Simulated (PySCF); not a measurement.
First SCF of a structure search on singlet IOBr₃, at a hand-made see-saw (ligand arrangement 2) geometry. PySCF input:

```python
from pyscf import gto, scf, dft
mol = gto.M(atom='''
I      0.000000     0.000000     0.000000
O     -0.000000    -1.852900     0.162100
Br     0.000000     2.460600     0.215300
Br     1.946400     0.000000     1.520700
Br    -1.946400     0.000000     1.520700''',
    basis={'I': 'def2-SVP', 'O': 'def2-SVP', 'Br': 'def2-SVP'},
    ecp={'I': 'def2-SVP'},
    charge=0, spin=0)
mf = dft.RKS(mol, xc='PBE0')
mf.grids.atom_grid = (50, 194)
aux = {'I': 'def2-universal-JKFIT', 'O': 'def2-universal-JKFIT', 'Br': 'def2-universal-JKFIT'}
mf = mf.density_fit(auxbasis=aux)
mf.conv_tol = 1e-08
mf.diis_space = 10
mf.max_cycle = 60
mf.init_guess = 'minao'
mf.verbose = 4
mf.kernel()
```

Excerpt of the output (cycles and frontier levels):

```
init E= -8059.37626190708
  HOMO = -0.674992125247359  LUMO = -0.670183964757179  gap/eV = 0.13084
cycle= 1 E= -8088.13069700694  delta_E= -28.8  |g|= 4.36  |ddm|= 11.2
  HOMO = 0.0179357253807468  LUMO = 0.0190293762454367  gap/eV = 0.02976
cycle= 2 E= -8046.93151323214  delta_E= 41.2  |g|= 8.07  |ddm|= 19.8
  HOMO = -0.0699217685305919  LUMO = 0.0803460617945632  gap/eV = 4.08900
cycle= 3 E= -8086.31755443267  delta_E= -39.4  |g|= 3.94  |ddm|= 18.4
  HOMO = -0.165471712693979  LUMO = -0.105191324138899  gap/eV = 1.64031
cycle= 4 E= -8092.76869187828  delta_E= -6.45  |g|= 1.28  |ddm|=  7.4
  HOMO = -0.215842229414167  LUMO = -0.127332538829503  gap/eV = 2.40847
cycle= 5 E= -8092.01005064288  delta_E= 0.759  |g|= 2.18  |ddm|= 2.32
  HOMO = -0.222233161498522  LUMO = -0.134401341973296  gap/eV = 2.39003
cycle= 6 E= -8092.36726623795  delta_E= -0.357  |g|= 1.86  |ddm|= 0.411
  HOMO = -0.233116915090577  LUMO = -0.136793541556836  gap/eV = 2.62109
... 18 lines left out ...
cycle= 16 E= -8093.2499805442  delta_E= -2.22e-05  |g|= 0.00199  |ddm|= 0.0119
  HOMO = -0.289037848641199  LUMO = -0.165424191749686  gap/eV = 3.36370
cycle= 17 E= -8093.24998180996  delta_E= -1.27e-06  |g|= 0.000368  |ddm|= 0.00427
  HOMO = -0.289038332185893  LUMO = -0.165421948454475  gap/eV = 3.36377
cycle= 18 E= -8093.24998186037  delta_E= -5.04e-08  |g|= 7.88e-05  |ddm|= 0.00076
  HOMO = -0.289040098122689  LUMO = -0.165429128271257  gap/eV = 3.36363
cycle= 19 E= -8093.24998186706  delta_E= -6.69e-09  |g|= 2.67e-05  |ddm|= 0.000438
  HOMO = -0.289041958782428  LUMO = -0.165425949048287  gap/eV = 3.36376
Extra cycle  E= -8093.24998186711  delta_E= -5.28e-11  |g|= 4.79e-05  |ddm|= 0.000129
converged SCF energy = -8093.24998186711
```

No lower solution of this spin was found by a stability analysis within the restricted form, which does not test spin polarisation.

The search for the lowest solution, with the stability check, took 26 s on 2 threads of a shared Arm Neoverse V2 host, with 136 basis functions.
